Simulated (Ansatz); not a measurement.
A nudged elastic band was laid between two geometries of AlH5N2S (9 atoms, charge 0, multiplicity 1).

All numbers below come from Ansatz, RKS r2SCAN/STO-3G.

- movable images: 7
- climbing image: yes
- spring: 5.0 eV/Å²
- optimiser: quadratic models (default)
- start path: IDPP
- force threshold: 0.05 eV/Å
- iteration limit: 60
- end points: relaxed

Image 0:

```xyz
9
Properties=species:S:1:pos:R:3
N -0.185 1.262 -0.754
Al -0.093 -0.176 0.210
N 1.212 -1.276 -0.080
S -1.523 -0.594 1.706
H 0.469 1.511 -1.514
H -0.917 1.988 -0.696
H 1.961 -1.148 -0.779
H 1.384 -2.155 0.434
H -2.220 0.542 1.455
```

Image 8:

```xyz
9
Properties=species:S:1:pos:R:3
N -0.192 1.256 -0.761
Al -0.093 -0.177 0.209
N 1.220 -1.271 -0.072
S -1.526 -0.597 1.700
H -0.923 1.983 -0.700
H 0.472 1.517 -1.508
H 1.967 -1.143 -0.773
H 1.391 -2.150 0.441
H -2.227 0.536 1.446
```

Problem. Which bonds break or form, and what moves?

Solution. No bond is made or broken. The dihedral H6–N1–Al2–S4 goes from -1 to -180°. The two ends are copies of one structure, up to a mirror image or an exchange of like atoms.

Problem. Give the energies along the band, and the barrier.

Solution. It converged. The highest image is number 4 of 0 to 8, 23.3 kJ/mol above the ends, which have the same energy within 2 meV. A vibrational analysis at the climbing image gives one clearly imaginary mode, 229i cm⁻¹: a first-order saddle point. Limits of this set-up: minimal basis.

```csv
image,path coordinate (Å),energy (kJ/mol),dihedral H6–N1–Al2–S4 (°)
0,0.00,0.0,-1
1,0.49,3.6,-5
2,0.98,12.3,8
3,1.47,20.2,29
4,1.96,23.3,54
5,2.46,20.2,81
6,2.95,12.3,111
7,3.44,3.5,144
8,3.94,0.0,-180
```

Problem. What is the geometry of the highest image?

Solution. 
```xyz
9
Properties=species:S:1:pos:R:3
N 0.040 1.371 -0.862
Al -0.023 -0.165 0.102
N 1.475 -0.958 0.404
S -1.746 -1.095 0.900
H -0.625 1.275 -1.679
H -0.450 2.128 -0.310
H 2.395 -0.620 0.076
H 1.610 -1.836 0.933
H -2.589 -0.147 0.418
```

Problem. What are the harmonic wavenumbers there?

Solution. 229i, 178, 207, 215, 257, 329, 472, 528, 632, 783, 833, 894, 971, 1021, 1812, 1894, 2964, 3474, 3647, 3702, 3885 cm⁻¹.

The run took 3.8 min on 1 thread of Intel(R) Xeon(R) Processor @ 2.70GHz (shared host), peak memory 0.12 GiB.
